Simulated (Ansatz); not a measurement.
Cost and result up the ladder for the cluster K₃Sn₃I₉ (15 atoms). Total charge 0; singlet. Geometry: r2SCAN-D4/def2-SVP, loosely relaxed.

```xyz
15

K     1.0778   -1.5493    2.1212
K     1.1975    0.2616   -2.6925
K    -2.8818    0.0166   -4.1059
Sn   -1.7114    2.0814    0.3766
Sn    0.9201    2.5809    3.5358
Sn    0.2372   -3.7592   -1.4441
I     2.7636   -2.3328   -0.9756
I    -1.4332    2.7761   -2.5321
I    -0.2541   -1.7383   -4.9382
I     0.2118   -4.8461    1.2356
I    -1.6115    4.6730    1.5144
I    -1.4238   -1.4217   -0.6740
I     1.3306    1.8641    0.5950
I     2.8820    0.6536    4.3372
I    -1.3050    0.7402    3.6464
```

Ansatz on 2 threads of AMD EPYC 7R13 on a shared host and a share (18 GiB) of an NVIDIA H100 80GB HBM3. Times are rough, and most runs start from the orbitals of an earlier one. PBE0-D4/def2-TZVP serves as the yardstick here, not as an exact answer. Differences are given only for rows in sets of like size (and for xTB, whose basis is part of the method), since another set adds its own error. Binding counts from free atoms at the same level (K doublet, Sn triplet, I doublet; other spins of the atoms weren't run), without zero-point energy or a counterpoise term.

In the def2 sets I, Sn take a core potential; there is no spin–orbit coupling. Correlated methods freeze 63 core orbitals; core or outer-core shells of K, Sn, I are correlated, in sets that lack core-valence functions. The rows differ in basis, and correlated rows in double-zeta sets carry the largest basis error. Single mean-field runs in def2-TZVP are fitted with def2-universal-jkfit. Another isomer (singlet) lies 0.14 eV lower at PBE0-D4/def2-TZVP; other spin states weren't run for this one.

Correlated methods converge slowly with the basis, most of all in double-zeta sets.

| level | functions | binding energy per atom (eV) | difference from PBE0-D4/def2-TZVP (eV) | remarks |
| --- | --- | --- | --- | --- |
| B97M-V/def2-TZVP | 699 | 2.36 | -0.07 | loose geometry |
| PBE0-D4/def2-SVP | 384 | 2.43 | – | loose geometry |
| PBE-D4/def2-SVP | 384 | 2.48 | – | loose geometry |
| PBE0-D4/def2-TZVP | 699 | 2.43 | 0.00 | loose geometry |
| r2SCAN-D4/def2-TZVP | 699 | 2.43 | 0.00 | loose geometry |
| MP2/def2-SVP | 384 | 2.25 | – | loose geometry |
| PBE-D4/def2-TZVP (with forces) | 699 | 2.48 | 0.05 | loose geometry |

(1) Estimate how long each takes.

Results:

(1) PBE-D4/def2-SVP 4 s; r2SCAN-D4/def2-TZVP 7 s; MP2/def2-SVP 7 s; PBE-D4/def2-TZVP (with forces) 8 s; PBE0-D4/def2-TZVP 8.1 s; PBE0-D4/def2-SVP 9 s; B97M-V/def2-TZVP 9.5 s. On shared hardware such times vary by a factor of up to 3.
